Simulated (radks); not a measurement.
Results of a calculation; reference values are marked as such.
Q: Excited configurations of Er: one electron is placed in a higher orbital outside [Xe] 4f12 6s1. The ground configuration is [Xe] 4f12 6s2. Level of theory: non-relativistic Kohn-Sham, PBEsol, spin-polarised, spherical densities, point nucleus; open shells are filled with parallel spins first (spin-orbit coupling, left out, can overturn this in heavy ions); relativity is left out, which matters for an element this heavy (a radial shooting solver on a logarithmic mesh with Libxc functionals). Excitation = E - E(ground); binding = E(ion) - E, where the ion is the core of charge +1; n* = 1/sqrt(2 binding) in atomic units, and the quantum defect is n - n*.

outer orbital  excitation (eV)  binding (eV)     n*  quantum defect  eigenvalue (eV)  <r> (bohr)
5d                       1.479         4.195  1.801           3.199           -1.279       3.591
5f                       4.711         0.964  3.757           1.243           -0.459       16.40
6p                       1.737         3.938  1.859           4.141           -2.117       5.360
6d                       4.123         1.552  2.961           3.039           -0.778       11.02
7p                       3.999         1.676  2.849           4.151           -1.002       12.45
7d                       4.696         0.979  3.729           3.271           -0.568       20.51
7f                       5.171         0.503  5.199           1.801           -0.310       41.00

Estimate the row for 7s.

A: excitation (eV) 3.470; binding (eV) 2.205; n* 2.484; quantum defect 4.516; eigenvalue (eV) -1.360; <r> (bohr) 9.993. The Delta-SCF ionisation energy is 5.674 eV (NIST Atomic Spectra Database: 6.108 eV, measured). Self-interaction in the functional shifts the binding energies and quantum defects, so they are the method's values and not measured ones. Relativity is left out here, which matters for elements this heavy. Open shells are spherical and high-spin; term and fine-structure splittings are not resolved.
